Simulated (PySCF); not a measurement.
Gas phase, equivalent nuclei averaged, non-relativistic, single conformer. GFN2-xTB structure; shielding tensors at PBE0/pcSseg-1 (GIAO); PySCF 2.14.0 with density-fitted response routines.

Referencing at the same level of theory: TMS for $^{1}$H and $^{13}$C. Shifts are as computed. Against solution values, carbons near 30 ppm lie about +3 ppm off and those near 130 ppm about +5 ppm; carbons on Cl a further +6 ppm. Of 1211 compounds with measured shifts, 218 miss one by over three times the rms of a fit or turn the order of signals round; such compounds aren't used in these exercises. Carbons bonded to Cl come out too deshielded. OH and NH positions are gas-phase values without hydrogen bonding to other molecules.

(1) Order these molecules by the shift of their most deshielded carbon-bound hydrogen, lowest δ first.
A. CN[C@H](C)C(F)=C(F)F
B. CO[Si@@H](Cl)C1CC1
C. Cl[C@H]1C=C[SiH2]1
D. C[Si@H](Cl)/C(F)=C\[SiH3]
E. CC(C)(N)C(F)=C(F)F

(2) Order these molecules by the shift of their most shielded carbon-bound hydrogen, lowest δ first.
A. Cl[C@H]1C=C[SiH2]1
B. CO[Si@@H](Cl)C1CC1
C. CC(C)(N)C(F)=C(F)F
D. C[Si@H](Cl)/C(F)=C\[SiH3]

(3) How many $^{13}$C and $^{1}$H signals does each give (equivalence by symmetry and fast rotation, but not about amide C–N or C=N bonds)? `CC(C)(N)C(F)=C(F)F`, `C[Si@H](Cl)/C(F)=C\[SiH3]`, `CO[Si@@H](Cl)C1CC1`, `CN[C@H](C)C(F)=C(F)F`, `Cl[C@H]1C=C[SiH2]1`

Results:

(1) E (1.43 ppm, hydrogen on a methyl carbon), A (3.32 ppm, hydrogen on an allylic sp3 CH bonded to N), B (3.90 ppm, hydrogen on a methyl carbon bonded to O), D (6.24 ppm, hydrogen on an alkene CH), C (7.21 ppm, hydrogen on an alkene CH).

(2) B (0.08 ppm, hydrogen on a three-membered-ring carbon), D (0.64 ppm, hydrogen on a methyl carbon bonded to Si), C (1.43 ppm, hydrogen on a methyl carbon), A (4.45 ppm, hydrogen on an allylic sp3 CH bonded to Cl and Si).

(3) CC(C)(N)C(F)=C(F)F: 4 C, 2 H; C[Si@H](Cl)/C(F)=C\[SiH3]: 3 C, 4 H; CO[Si@@H](Cl)C1CC1: 4 C, 7 H; CN[C@H](C)C(F)=C(F)F: 5 C, 4 H; Cl[C@H]1C=C[SiH2]1: 3 C, 5 H.
